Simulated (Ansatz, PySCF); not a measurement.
Species: sum formula H2BO (charge 0, doublet). It need not be the lowest isomer of its formula. 
Geometry from a B3LYP-D3(BJ)/def2-TZVP (Ansatz, a quantum-chemistry and plane-wave program) optimisation:
```xyz
4

B     -0.7319     0.1970     0.2269
O      0.4516    -0.3244    -0.0878
H     -1.0577     1.3406     0.0563
H      1.1043     0.2699    -0.4882
```
Charge 0, spin multiplicity 2.

Property: atomisation energy (electronic, to ground-state atoms), in eV. Correlated levels leave the core frozen unless marked. UHF or UKS for open shells. Spin-orbit coupling is left out. No relativistic terms. The coupled-cluster limit lacks core correlation, which all-electron functionals hold. Basis-set limits of correlation are two-point, X^-3; Hartree-Fock from the larger set.

```
level                                        program  atomisation energy (eV)
------------------------------------  --------------  -----------------------
BLYP-D4/def2-TZVPD                    Ansatz + dftd4                    14.20
BP86-D3(BJ)/def2-TZVPD                 PySCF + dftd3                    14.61
TPSSh-D4/def2-TZVPD                    PySCF + dftd4                    14.06
r2SCAN0-D4/def2-TZVPD                 Ansatz + dftd4                        …
HSE06/def2-TZVPD                              Ansatz                        …
SCS-MP2/aug-cc-pVQZ                           Ansatz                    14.18
CCSD/aug-cc-pVDZ                              Ansatz                        …
CCSD(T)/CBS(aug-cc-pVTZ,aug-cc-pVQZ)          Ansatz                        …
```

Some entries are withheld; supply them.


- r2SCAN0-D4/def2-TZVPD, atomisation energy (eV): 13.97
- HSE06/def2-TZVPD, atomisation energy (eV): 14.08
- CCSD/aug-cc-pVDZ, atomisation energy (eV): 12.81
- CCSD(T)/CBS(aug-cc-pVTZ,aug-cc-pVQZ), atomisation energy (eV): 14.00
